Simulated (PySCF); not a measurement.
# Optical rotation: `InChI=1S/C5H7F2N/c1-8(2)5(7)3-4-6/h4H,1-2H3`

Molfile (atoms numbered from 1):
```
C5H7F2N
     RDKit          3D

 15 14  0  0  0  0  0  0  0  0999 V2000
   -0.4480   -1.0826   -0.8011 C   0  0  0  0  0  0  0  0  0  0  0  0
   -0.7101    0.2283   -0.2682 N   0  0  0  0  0  0  0  0  0  0  0  0
   -2.0590    0.4886    0.1796 C   0  0  0  0  0  0  0  0  0  0  0  0
    0.3394    0.8913    0.3001 C   0  0  0  0  0  0  0  0  0  0  0  0
    0.0228    2.1376    0.6614 F   0  0  0  0  0  0  0  0  0  0  0  0
    1.5636    0.4272    0.5002 C   0  0  0  0  0  0  0  0  0  0  0  0
    2.7877   -0.0197    0.5272 C   0  0  0  0  0  0  0  0  0  0  0  0
    3.6136    0.0018   -0.5320 F   0  0  0  0  0  0  0  0  0  0  0  0
   -0.3664   -1.8548   -0.0117 H   0  0  0  0  0  0  0  0  0  0  0  0
    0.4966   -1.0707   -1.3630 H   0  0  0  0  0  0  0  0  0  0  0  0
   -1.2632   -1.3648   -1.4831 H   0  0  0  0  0  0  0  0  0  0  0  0
   -2.3606   -0.1834    1.0065 H   0  0  0  0  0  0  0  0  0  0  0  0
   -2.1461    1.5252    0.5229 H   0  0  0  0  0  0  0  0  0  0  0  0
   -2.7600    0.3425   -0.6562 H   0  0  0  0  0  0  0  0  0  0  0  0
    3.2864   -0.4628    1.3981 H   0  0  0  0  0  0  0  0  0  0  0  0
  1  2  1  0
  2  3  1  0
  2  4  1  0
  4  5  1  0
  4  6  2  0
  6  7  2  0
  7  8  1  0
  1  9  1  0
  1 10  1  0
  1 11  1  0
  3 12  1  0
  3 13  1  0
  3 14  1  0
  7 15  1  0
M  END
```

The calculation used TDDFT CAM-B3LYP/aug-cc-pVDZ circular dichroism and optical rotation, one conformer, gas phase in PySCF 2.14.0. Geometry: PBE0-D3(BJ)/def2-SVP.

No stereocentre is labelled: unless the shape is locked (an allene, a helicene, a hindered biaryl), the mirror image is equally populated and a measured rotation or CD is zero.

Question: Give the optical rotatory dispersion at 633, 589.3, 546, 436, 405, 365, 355 nm.

Answer: [α] in deg dm⁻¹ (g/mL)⁻¹:
```
λ (nm)  origin-invariant length gauge  modified velocity gauge  length gauge (centre of mass)  isotropic polarisability (au)
   633                         +217.8                   +204.2                         +218.0                           82.3
 589.3                         +252.6                   +236.3                         +252.8                           82.8
   546                         +295.5                   +275.7                         +295.7                           83.4
   436                         +455.5                   +417.6                         +455.3                           86.2
   405                         +508.3                   +459.8                         +507.7                           87.5
   365                         +533.3                   +461.6                         +531.5                           90.1
   355                         +512.2                   +431.6                         +509.9                           90.9
```

Question: And for the mirror image at 589.3 nm?

Answer: -252.6 deg dm⁻¹ (g/mL)⁻¹ (origin-invariant length gauge): the same size and the opposite sign.

Question: What is the molar rotation [Φ] = [α]·M/100 of the geometry above at 589.3 nm?

Answer: With M = 119.11 g/mol, +300.9 deg cm² dmol⁻¹ (origin-invariant length gauge).

The first excitation lies at 4.65 eV (267 nm) with R = -23.4 × 10⁻⁴⁰ esu² cm² (velocity form).
